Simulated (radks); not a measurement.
Results of a calculation; reference values are marked as such.
Isoelectronic series with 44 electrons, each ion in its NIST ground configuration. Code: a radial shooting solver on a logarithmic mesh with Libxc functionals. Model: Dirac Kohn-Sham, PBE, spin-unpolarised, spherical densities, point nucleus; open shells are shared between the two j in proportion to 2j + 1. Total energies (hartree) and orbital eigenvalues (eV):

ion    configuration  E (hartree)      4d5/2      4d3/2      4p3/2      4p1/2
Ru      [Kr] 4d7 5s1  -4531.53998    -5.0765    -5.3981   -45.3350   -48.7137
Ag3+        [Kr] 4d8  -5314.81278   -43.4638   -44.1333   -95.1714  -100.3892
Sn6+        [Kr] 4d8  -6169.21076  -106.0115  -107.2281  -170.4503  -178.3647
I9+         [Kr] 4d8  -7095.50229  -186.6272  -188.6003  -264.0079  -275.5838
Ba12+       [Kr] 4d8   -8094.8150  -284.1034  -287.0866  -374.6516  -391.0361
Pr15+       [Kr] 4d8   -9168.5063  -397.8927  -402.1876  -501.8993  -524.4552
Sm18+       [Kr] 4d8  -10318.1376  -527.6977  -533.6584  -645.5279  -675.8662
Tb21+       [Kr] 4d8  -11545.4759  -673.3415  -681.3790  -805.4375  -845.4520
Er24+       [Kr] 4d8  -12852.5098  -834.7142  -845.3014  -981.5978  -1033.503
Lu27+       [Kr] 4d8  -14241.4719  -1011.747  -1025.423  -1174.022  -1240.399
W30+        [Kr] 4d8  -15714.8704  -1204.397  -1221.773  -1382.754  -1466.596
Ir33+       [Kr] 4d8  -17275.5284  -1412.642  -1434.405  -1607.860  -1712.634
